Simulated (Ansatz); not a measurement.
```yaml
crystal:
  periodic: [false, false, false]
  atoms:
    - {symbol: C, position_ang: [0.091737, 1.581460, 0.754239]}
    - {symbol: Si, position_ang: [0.416570, -0.250783, 0.678232]}
    - {symbol: Cl, position_ang: [2.460659, -0.566274, 0.589624]}
    - {symbol: Ge, position_ang: [-0.559402, -1.275051, -1.234340]}
    - {symbol: H, position_ang: [0.464091, 2.080306, -0.142682]}
    - {symbol: H, position_ang: [0.583576, 2.021035, 1.624768]}
    - {symbol: H, position_ang: [-0.982959, 1.767694, 0.832659]}
    - {symbol: H, position_ang: [-0.060673, -0.915295, 1.919351]}
    - {symbol: H, position_ang: [-2.089170, -1.097686, -1.214276]}
    - {symbol: H, position_ang: [-0.015867, -0.624534, -2.517422]}
    - {symbol: H, position_ang: [-0.243163, -2.777872, -1.269555]}
basis:
  gaussian: {orbitals: cc-pVTZ-PP}
hamiltonian: {xc: {name: PBE}, dispersion: d3bj}
scf: {lower_state_search: light}
output: {forces: true}
```

```sh
$ ansatz run in.yaml --threads 4 --pin off --events-out ev --progress --plain --max-ram 10444MiB
```

Question: How does Ansatz answer? (Estimate.)

Answer: The calculation gave: The input was rejected before any iteration.
```
Functional definition: PBE
Error: <dir> the basis set cc-pVTZ-PP has no functions for C
```
